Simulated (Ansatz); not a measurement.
The same ligand exchange along the group F, Cl, Br, I.

Isolated molecules relaxed with PBE0-D4/def2-TZVP in Ansatz; ΔE leaves out vibrations. CBS: MP2 limit from def2 TZ/QZ plus the TZ coupled-cluster correction, frozen cores. This one scheme is used for every species. def2 core potentials past Kr. For Br, I outer-core shells are correlated without core-valence functions, which leaves a few kJ/mol of doubt a bond. Scalar relativity is left out up to krypton. One conformer a species, not always the lowest.

Order these by ΔE at CCSD(T)/CBS, lowest first. (An estimate is asked.)
A. `[AlH2][Br]` + `OB1CC1` → `[AlH2][O]B1CC1` + HBr
B. `[AlH2][I]` + `OB1CC1` → `[AlH2][O]B1CC1` + HI
C. `[F][AlH2]` + `OB1CC1` → `[AlH2][O]B1CC1` + H–F

B (+0.16 eV), A (+0.25 eV), C (+0.44 eV).

Largest T1 diagnostic: 0.013, for `[AlH2][O]B1CC1`.
